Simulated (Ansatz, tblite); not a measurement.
Cost and result up the ladder for BBr₃ (4 atoms). Charge 0, multiplicity 1. Geometry: PBE0-D4/def2-SVP.

```xyz
4

B    -0.0001   -0.0010    0.0011
Br    1.4200    0.8957    0.8876
Br   -1.8005    0.4855    0.3590
Br    0.3805   -1.3801   -1.2477
```

Ansatz on 2 threads of Intel Xeon Platinum 8488C on a shared host; xTB runs through tblite on one thread. Times are rough, summed over both states, and most runs start from the orbitals of an earlier one. PBE0-D4/def2-TZVP serves as the yardstick here, not as an exact answer. The other state is a triplet.

The xTB rows come from tblite.

xTB has no spin-polarisation term.

```json
{"level": "GFN1-xTB", "functions": "31", "wall time": "0.012 s", "vertical triplet (eV)": "4.56", "difference from PBE0-D4/def2-TZVP (eV)": "0.10"}
{"level": "GFN2-xTB", "functions": "31", "wall time": "0.017 s", "vertical triplet (eV)": "4.31", "difference from PBE0-D4/def2-TZVP (eV)": "-0.14"}
{"level": "PBE-D4/def2-TZVP", "functions": "175", "wall time": "7 s", "vertical triplet (eV)": "4.12", "difference from PBE0-D4/def2-TZVP (eV)": "-0.34"}
{"level": "r2SCAN-D4/def2-TZVP (with forces)", "functions": "175", "wall time": "16 s", "vertical triplet (eV)": "4.25", "difference from PBE0-D4/def2-TZVP (eV)": "-0.20"}
{"level": "PBE0-D4/def2-TZVP (with forces)", "functions": "175", "wall time": "18 s", "vertical triplet (eV)": "4.45", "difference from PBE0-D4/def2-TZVP (eV)": "0.00"}
```
